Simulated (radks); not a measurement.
Charge is removed step by step from the 2p3/2 level of K6+, starting from [He] 2s2 2p(1/2: 2, 3/2: 4) 3s2 3p1. Method: Dirac Kohn-Sham, LDA (Slater exchange, Perdew-Wang correlation), spin-unpolarised, spherical densities, point nucleus; open shells fill j = l - 1/2 first; computed with a radial shooting solver on a logarithmic mesh with Libxc functionals.

| removed (e) | E - E(0) (eV) | eigenvalue (eV) | E minus straight line (eV) |
|---|---|---|---|
| 0 | 0.000 | -390.06 | 0.000 |
| 0.1 | 39.290 | -395.75 | -2.607 |
| 0.2 | 79.152 | -401.48 | -4.642 |
| 0.3 | 119.59 | -407.24 | -6.103 |
| 0.4 | 160.60 | -413.03 | -6.987 |
| 0.5 | 202.19 | -418.85 | -7.291 |
| 0.6 | 244.37 | -424.69 | -7.011 |
| 0.7 | 287.13 | -430.57 | -6.145 |
| 0.8 | 330.49 | -436.48 | -4.690 |
| 0.9 | 374.43 | -442.42 | -2.643 |
| 1 | 418.97 | -448.38 | 0.000 |

Removing the whole electron costs 418.97 eV by Delta-SCF, against 390.06 eV from minus the eigenvalue at the starting occupation. Slater's transition state (half an electron removed) gives 418.85 eV. Integrating minus the eigenvalue over the occupation (Janak's theorem) gives 418.97 eV. The mean slope of the eigenvalue, de/dn, is 58.3 eV per electron.
